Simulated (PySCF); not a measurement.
Work out the structure from these simulated measurements.

Formula: C4H11BF3P.

| Quantity | Value |
| --- | --- |
| UV, first state | lowest singlet excitation: 7.56 eV (164 nm, f = 0.014) [TDDFT PBE0/def2-SVPD] |
| 1H NMR | chemical shifts (computed TMS as zero) by class: 4.84 (1 H), 2.39 (1 H), 1.93 (1 H), 1.68 (1 H), 1.35 (1 H), 1.26 (3 H), 0.98 (3 H) ppm [GIAO PBE0/pcSseg-1] |
| Dipole | 3.89 D [PBE0/def2-SVPD] |
| 13C NMR | chemical shifts (computed TMS as zero) by class: 129.7 (1 C), 31.1 (1 C), 21.4 (1 C), 12.5 (1 C) ppm [GIAO PBE0/pcSseg-1] |
| Triplet | lowest triplet excitation (Tamm–Dancoff): 7.02 eV [TDA PBE0/def2-SVPD] |
| XPS | P2p3/2 137.7, B1s 193.4, C1s 291.3, C1s 291.4, C1s 292.0, C1s 298.7, F1s 694.3 (×3), P1s 2151.4 eV [ΔSCF SCAN, pcX-2 on the ionised atom, pcseg-1 elsewhere, spin-free X2C, 2p3/2 from a spin–orbit splitting computed afterwards within the 2p shell] |
| NMR, other nuclei | isotropic shieldings of nuclei other than C and H, by class: 147 (1 B), 251 (3 F), 342 (1 P) ppm [GIAO PBE0/pcSseg-1] |
| Polarisability | 95.7 au [PBE0/def2-SVPD] |
| Rotational structure | rotational constants A, B, C: 1.804, 0.925, 0.709 GHz [PBE0-D3(BJ)/def2-SVP] |

Gas-phase values; electronic properties from PySCF, density fitting. Levels stand in brackets. NMR shifts are as computed; neighbouring signals can stand in another order in a measured spectrum. The structure is a single PBE0-D3(BJ)/def2-SVP conformer in the gas phase; no vibrational or solvent corrections. NMR classes are plain means over equivalent atoms (diastereotopic ones count apart unless rotation or inversion swaps them), as if these changed places fast.

Task: Give a SMILES that accounts for the data.

Result: Numbering: `[BH3-:1][P@H+:2]([CH2:3][CH3:4])[CH2:5][C:6]([F:7])([F:8])[F:9]`. 4 carbons fall into 4 classes; from least to most shielded: CF3 carbon [C6] (129.7 ppm), sp3 carbon bound to phosphorus [C5] (31.1 ppm), sp3 carbon bound to phosphorus [C3] (21.4 ppm), methyl carbon [C4] (12.5 ppm). Hydrogen classes from least to most shielded: 1 H on a phosphorus bonded to B, 2 C and H, P2 (4.84 ppm), 1 H on an sp3 carbon bound to phosphorus, C5 (2.39 ppm), 1 H on an sp3 carbon bound to phosphorus, C5 (1.93 ppm), 1 H on an sp3 carbon bound to phosphorus, C3 (1.68 ppm), 1 H on an sp3 carbon bound to phosphorus, C3 (1.35 ppm), 3 H on a methyl carbon, C4 (1.26 ppm), 3 H on a four-coordinate boron, B1 (0.98 ppm). The other shieldings belong to: 147 ppm, four-coordinate boron [B1]; 251 ppm, fluorine of a CF3 group [F7/F8/F9]; 342 ppm, phosphorus bonded to B, 2 C and H [P2]. The core levels belong to: P2p3/2 137.7 eV, phosphorus bonded to B, 2 C and H [P2]; B1s 193.4 eV, four-coordinate boron [B1]; C1s 291.3 eV, methyl carbon [C4]; C1s 291.4 eV, sp3 carbon bound to phosphorus [C3]; C1s 292.0 eV, sp3 carbon bound to phosphorus [C5]; C1s 298.7 eV, CF3 carbon [C6]; F1s 694.3 eV, fluorine of a CF3 group [F7/F8/F9]; P1s 2151.4 eV, phosphorus bonded to B, 2 C and H [P2]. One atom of each topological class was ionised and stands for its class. The optimised geometry has point group C1 and is an asymmetric top. Structure: `[BH3-][P@H+](CC)CC(F)(F)F`. Computed isomers that give other values at the same levels: `[BH3-][P@H+](C)CCC(F)(F)F` (rotational constant A: 2.672 GHz; this holds for the one conformer computed). The assignments are read from this structure; whether some other isomer fits the data as well wasn't checked. The mirror image fits equally.

Shape of the structure used: `[BH3-:1][P@H+:2]([CH2:3][CH3:4])[CH2:5][C:6]([F:7])([F:8])[F:9]`: B1–P2–C3–C4 180°, B1–P2–C5–C6 -138°, P2–C5–C6–F7 57°.
